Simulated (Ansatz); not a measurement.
CH₄F₂SeSi, SMILES `FC[SiH](F)[SeH]`. Total charge 0; spin multiplicity 1.

```xyz
9

F     1.545   -0.857   -1.430
C     0.300   -0.387   -1.038
Si    0.382    0.359    0.688
F     0.907   -0.768    1.687
Se   -1.666    1.124    1.268
H    -0.034    0.368   -1.758
H    -0.412   -1.220   -1.073
H     1.299    1.516    0.770
H    -2.322   -0.135    0.887
```

(1) List the harmonic frequencies (cm⁻¹, unscaled) at PBE0-D4/def2-TZVP in Ansatz. (Best estimate.)

(2) Is this a minimum?

(3) Give the ideal-gas thermochemistry at 298.15 K and 1 bar (rigid rotor, harmonic oscillator; point group C1, symmetry number 1).

Answers

(1) The calculation gave: 81, 104, 170, 204, 236, 273, 429, 609, 682, 752, 821, 843, 914, 1071, 1245, 1318, 1452, 2267, 2436, 3041, 3096.

(2) Yes, all 21 modes are real.

(3) Zero-point energy 131.8 kJ/mol; H(298) − E = 153.6 kJ/mol; entropy 365.7 J/(mol·K), of which translation 172.2, rotation 119.4, vibration 74.1; G(298) − E = 44.6 kJ/mol. Modes under 100 cm⁻¹ are hindered rotations or soft bends, so the harmonic entropy is rough.
